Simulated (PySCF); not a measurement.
Stepwise substitution at one centre (Al I-H). All species are isolated molecules in the gas phase. Strings in code marks are SMILES.

Level of theory: ωB97X-D3(BJ)/def2-TZVP // B3LYP-D3(BJ)/def2-TZVP run with PySCF 2.14.0. Excitations are Tamm–Dancoff values on a coarser integration grid. The basis has no diffuse functions, so Rydberg states are missing or too high.

```tsv
species	S1 oscillator strength	T1 excitation (TDA) (eV)	LUMO (eV)
0 of 3 I replaced by H	0.000	[?]	-0.09
1 of 3 I replaced by H (`[I][AlH][I]`)	0.000	5.12	-0.08
2 of 3 I replaced by H (`[AlH2][I]`)	[?]	4.84	-0.04
3 of 3 I replaced by H (`[AlH3]`)	–	–	–
```

**Question.** Complete the blanks.

**Answer.** 
- 0 of 3 I replaced by H, T1 excitation (TDA) (eV): 4.91
- 2 of 3 I replaced by H (`[AlH2][I]`), S1 oscillator strength: 0.000
